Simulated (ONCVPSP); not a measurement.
# u(r) = r·R(r): atom against pseudo-atom (P (Z = 15))

Columns: radius, all-electron u(r) and pseudo u(r) of the 2s shell (level -175.53 eV) of phosphorus in the configuration [He] 2s2 2p6 3s1 3p4; PBE, scalar-relativistic, ONCV scheme, ONCVPSP 4.0.1.

| r (bohr) | all-electron | pseudo |
| --- | --- | --- |
| 0.047 | -0.6625 | 0.2380 |
| 0.095 | -0.4598 | 0.4727 |
| 0.142 | 0.0060 | 0.6871 |
| 0.190 | 0.4916 | 0.8837 |
| 0.237 | 0.8808 | 1.0488 |
| 0.285 | 1.1653 | 1.1842 |
| 0.332 | 1.3378 | 1.2801 |
| 0.380 | 1.4254 | 1.3397 |
| 0.427 | 1.4439 | 1.3615 |
| 0.475 | 1.4130 | 1.3496 |
| 0.522 | 1.3494 | 1.3090 |
| 0.570 | 1.2630 | 1.2427 |
| 0.617 | 1.1664 | 1.1588 |
| 0.665 | 1.0627 | 1.0609 |
| 0.712 | 0.9609 | 0.9605 |
| 0.760 | 0.8600 | 0.8598 |
| 0.807 | 0.7665 | 0.7663 |
| 0.855 | 0.6775 | 0.6773 |
| 0.902 | 0.5976 | 0.5974 |
| 0.950 | 0.5235 | 0.5233 |
| 0.997 | 0.4582 | 0.4580 |
| 1.045 | 0.3986 | 0.3985 |
| 1.092 | 0.3470 | 0.3469 |
| 1.140 | 0.3004 | 0.3003 |
| 1.187 | 0.2605 | 0.2604 |
| 1.235 | 0.2247 | 0.2246 |

**Question.** How many radial nodes do the two functions have?

**Answer.** The all-electron 2s function has n − l − 1 = 1; the pseudo-wave has 0, since the states of the same l below it are removed with the core.

**Question.** At about which radius was the pseudo-wave matched?

**Answer.** 0.75 bohr, where the columns begin to agree (steps of 0.05 bohr).

**Question.** Where does each function peak?

**Answer.** Outermost all-electron maximum near 0.43 bohr, pseudo maximum near 0.43 bohr (to the table’s step).

**Question.** Is the pseudo-wave norm-conserving?

**Answer.** Yes: the ONCV scheme keeps the norm inside the radius equal to the all-electron one, which fixes the energy derivative of the logarithmic derivative at the level.
